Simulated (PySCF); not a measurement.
# Electron affinity of Mo by level of theory

Mo⁻ [Kr] 4d5 5s2 (6S) → Mo [Kr] 4d5 5s1 (7S), as a difference of total energies. All numbers are calculated (PySCF 2.14, the spin-free X2C one-electron Hamiltonian (Gaussian nucleus), in x2c-TZVPPall with one added diffuse shell each of s, p, d, f type (9s7p7d3f1g, 95 functions)). Correlated levels: valence: [Kr] frozen. The calculations carry no spin-orbit coupling.

```
           method  electron affinity (eV)  error (eV)
              UHF                  -0.346      -1.093
    MP2 (valence)                   0.197      -0.550
SCS-MP2 (valence)                   0.316      -0.431
   CCSD (valence)                   0.520      -0.227
CCSD(T) (valence)                   0.626      -0.121
```

Reference: 0.747 eV (measured; photodetachment measurements, as compiled on the Wikipedia data page of electron affinities).

Errors of the correlated levels include the incompleteness of this basis and the frozen core.

A negative affinity means that the anion lies above the atom at that level of theory.

The coupled-cluster amplitudes are large for Mo⁻ (T1 above 0.03 or a double amplitude above 0.15), so a single reference is strained.
